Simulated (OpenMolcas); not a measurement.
Cu3+: moving or changing the point charges

Cu3+ among 6 point charges of -2 e arranged as an octahedron (Oh), 1.98 Å from the ion.

| Quantity | Value |
| --- | --- |
| Program | OpenMolcas |
| Method | CASSCF |
| Basis | ANO-RCC-VTZP [6s5p3d2f1g] |
| Scalar Hamiltonian | DKH2, point nucleus |
| Active space | 8 electrons in 5 orbitals (3d) |
| State averaging | 2S+1 = 3 even, 10 roots; 2S+1 = 1 even, 15 roots |
| Spin-orbit coupling | state interaction with AMFI integrals over the reference wave functions |

Runs around this geometry, states (labels of O, the rotations of Oh). Energies in cm-1 above the lowest state or level, χT in cm3 K/mol; 10Dq and B are least-squares fits to the states below 45000 cm-1, weighted by degeneracy, with a free offset, and given where the rms deviation is under 5 % of |10Dq| (or 100 cm-1) and under 700 cm-1.

```json
{"R (Å)": "1.98", "q (e)": "-1.6", "Ground state": "3A2", "First state of that spin": "3T2 1667", "10Dq": "1615", "B (rms of fit)": "1494 (32)", "First gap with spin-orbit (degeneracies)": "1352 (3, 2)", "χT at 300 K": "2.712", "First state of another spin": "1E 19875"}
{"R (Å)": "1.8", "q (e)": "-2", "Ground state": "3A2", "First state of that spin": "3T2 3305", "10Dq": "3173", "B (rms of fit)": "1492 (71)", "First gap with spin-orbit (degeneracies)": "2933 (3, 2)", "χT at 300 K": "2.121", "First state of another spin": "1E 20765"}
{"R (Å)": "1.98", "q (e)": "-2", "Ground state": "3A2", "First state of that spin": "3T2 2078", "10Dq": "2007", "B (rms of fit)": "1494 (41)", "First gap with spin-orbit (degeneracies)": "1738 (3, 2)", "χT at 300 K": "2.521", "First state of another spin": "1E 20128"}
{"R (Å)": "2.08", "q (e)": "-2", "Ground state": "3A2", "First state of that spin": "3T2 1631", "10Dq": "1580", "B (rms of fit)": "1494 (32)", "First gap with spin-orbit (degeneracies)": "1320 (3, 2)", "χT at 300 K": "2.730", "First state of another spin": "1E 19855"}
```

Taking |10Dq| as R^-n, n = -ln(1580 / 3173) / ln(2.08 / 1.8) = 4.8 between the shortest and longest distance. The point-charge formula for a cubic d site gives n = 5.

Scaling the charges by -1.6 / -2 = 0.80 scales |10Dq| by 1615 / 2007 = 0.80; with fixed orbitals a first-order splitting would follow the charge.

Without dynamic correlation the repulsion within the d shell is too large (B by tens of per cent), so at a given field states of lower spin stand too high. This field is weak: 10Dq is about 1615 cm-1, while octahedral complexes of 3d ions of charge 3 and more, computed by the same method with explicit ligands, had a median near 15000 cm-1. Ground spin and moment need not be those of a real site (figures for R = 1.98, q = -1.6; the like holds for R = 1.8, q = -2, R = 1.98, q = -2, R = 2.08, q = -2). The ground term spreads over less than 5000 cm-1, several times less than with real ligands, so orbital moments are less quenched and χT lies further from the spin-only value than at real sites (holds for R = 1.98, q = -1.6; R = 1.98, q = -2; R = 2.08, q = -2). This is an electrostatic model: the charges have no orbitals. No measured value stands beside these numbers.
